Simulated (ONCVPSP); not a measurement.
What one change does to a pseudopotential (nitrogen (N), ONCV)

* Element: N (Z = 7)
* Generator: ONCVPSP 4.0.1
* Type: optimised norm-conserving Vanderbilt (ONCV)
* Functional: PBE
* Relativity: non-relativistic
* Frozen core: [He]
* Valence charge: 5
* Reference configuration: 2s1 2p4
* Partial waves: 2s: rc 0.90 bohr, ncon 4, nbas 7, qcut 6 1/bohr, 2 projectors, debl 2.5 Ha; 2p: rc 2.25 bohr, ncon 4, nbas 8, qcut 5 1/bohr, 3 projectors, debl 2.2 Ha; d scattering state at 0.36 Ha: rc 1.85 bohr, ncon 3, nbas 8, qcut 4.9 1/bohr, 2 projectors, debl 2.6 Ha
* Local potential: polynomial inside 0.85 bohr (lpopt 5, dvloc0 4 Ha)
* Core correction: polynomial model core, fcfact 0.3

Change: s: qcut 8.3.

Cutoffs: the cutoffs (Ha) at which the residual kinetic energy of the hardest occupied pseudo-wave falls to 1 and 0.1 mHa per electron; they do not see the model core or the augmentation charge, which bear on the density cutoff. Errors are all-electron minus pseudo energies relative to the spin-unpolarised reference configuration.

Task: Predict the effect on cutoff, ghosts and configuration errors.

Result: The potential gets softer (94 Ha and 139 Ha → 30 Ha and 57 Ha); the errors of the 4 common tests hardly move; neither file shows a bound ghost.

```csv
quantity,base,changed
"cutoff, loose",94 Ha,30 Ha
"cutoff, tight",139 Ha,57 Ha
loose cutoff by channel,"s 94 Ha, p 11 Ha","s 30 Ha, p 11 Ha"
bound ghosts,none,none
GHOST(+) flags under 300 eV,none,none
"error for 2s2 2p3, meV [ΔE -11.48 eV]",-36,-34
"error for 2s2 2p2, meV [ΔE 2.12 eV]",+318,+318
"error for 2s2 2p1, meV [ΔE 30.98 eV]",+1584,+1584
"error for 2s2 2p2.5, meV [ΔE -6.38 eV]",+72,+75
s: phases at 0.91 bohr within 0.05 rad from the reference energy up to (Ha; the scan ends near 5),to the end of the scan,to the end of the scan
p: phases at 2.29 bohr within 0.05 rad from the reference energy up to (Ha; the scan ends near 5),to the end of the scan,to the end of the scan
d: phases at 1.88 bohr within 0.05 rad from the reference energy up to (Ha; the scan ends near 5),to the end of the scan,to the end of the scan
"rms error of d²Exc/dni dnj with the model core, mHa",1.05,0.80
```
